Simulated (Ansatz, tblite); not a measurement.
Cost and result up the ladder for the cluster Sn₂Cl₄ (6 atoms). The state is a singlet with charge 0. Geometry: PBE-D4/def2-SVP.

```tsv
atom	x (Å)	y (Å)	z (Å)
Sn1	1.027	1.907	0.401
Sn2	-0.351	-1.406	-0.458
Cl3	0.275	-0.147	1.856
Cl4	-2.605	-1.984	0.199
Cl5	-0.940	1.142	-1.161
Cl6	2.593	0.488	-0.836
```

Ansatz on 4 threads of Arm Neoverse V2 on a shared host; xTB runs through tblite on one thread. Times are rough, summed over both states, and most runs start from the orbitals of an earlier one. PBE0-D4/def2-TZVP serves as the yardstick here, not as an exact answer. The other state is a triplet.

In the def2 sets Sn takes a core potential; there is no spin–orbit coupling. The xTB rows come from tblite. The structure comes from a short search, and lower isomers may exist.

xTB has no spin-polarisation term.

| level | functions | wall time | vertical triplet (eV) | difference from PBE0-D4/def2-TZVP (eV) |
| --- | --- | --- | --- | --- |
| GFN1-xTB | 54 | 0.014 s | 5.03 | 1.30 |
| GFN2-xTB | 54 | 0.038 s | 4.99 | 1.26 |
| PBE-D4/def2-TZVP | 248 | 9.5 s | 3.54 | -0.19 |
| r2SCAN-D4/def2-TZVP | 248 | 24 s | 3.61 | -0.12 |
| PBE0-D4/def2-TZVP (with forces) | 248 | 34 s | 3.73 | 0.00 |
